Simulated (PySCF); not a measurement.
Here is a computed PBE0-D3(BJ)/def2-SVP geometry (Å):
```
atom  x, y, z in Å
C1     3.9879    1.1774   -0.8566
C2     2.8677    0.6119   -0.1212
C3     1.9059    0.1539    0.4629
C4     0.7603   -0.3835    1.1765
C5    -0.6914   -0.0390    0.7064
O6    -1.5628   -0.4209    1.5071
C7    -0.8362    0.6100   -0.5299
C8    -2.0710    0.9805   -1.1517
C9    -3.3700    0.6672   -0.4178
O10   -2.1387    1.5418   -2.2535
H11    4.8941    0.5533   -0.7729
H12    3.7525    1.2738   -1.9298
H13    4.2478    2.1845   -0.4891
H14    0.8116   -1.4866    1.1908
H15    0.7971   -0.0758    2.2353
H16    0.0626    0.8653   -1.0961
H17   -4.2071    1.0154   -1.0415
H18   -3.3912    1.1473    0.5724
H19   -3.4558   -0.4091   -0.2054
```

Charge -1, singlet.

Task: Which heavy atoms are bonded, and with what formal order?

Result: C1–C2 1.45 Å (single); C2–C3 1.21 Å (triple); C3–C4 1.45 Å (single); C4–C5 1.56 Å (single); C5–O6 1.24 Å (single); C5–C7 1.40 Å (double); C7–C8 1.43 Å (single); C8–C9 1.52 Å (single); C8–O10 1.24 Å (double). Bonds to hydrogen (Å): C1–H11 1.10; C1–H12 1.10; C1–H13 1.10; C4–H14 1.10; C4–H15 1.10; C7–H16 1.09; C9–H17 1.10; C9–H18 1.10; C9–H19 1.10. The orders are those of one drawing; other resonance forms can be drawn.

Task: Which species is it?

Result: `CC#CC/C([O-])=C/C(C)=O`, [C8H9O2]-. Among its features: ketone, alkyne and C=C double bond.

Task: Name the point group.

Result: C1 (no symmetry element, even within 0.4 Å).

Task: Describe the place of each heavy atom.

Result: C1: propargylic carbon; C2: alkyne carbon; C3: alkyne carbon; C4: allylic carbon; C5: vinylic carbon bearing oxygen; O6: enolate oxygen; C7: carbon bonded to 2 C and H; C8: ketone carbonyl carbon; C9: methyl carbon next to a carbonyl; O10: ketone oxygen.

Task: What is the arrangement about C3?

Result: It has 2 neighbours (C2, C4) and is linear (angle 179.3°).

Task: What is the arrangement about C9?

Result: It has 4 neighbours (C8, H17, H18, H19) and is distorted tetrahedral (angles from 104.6° to 111.1°).
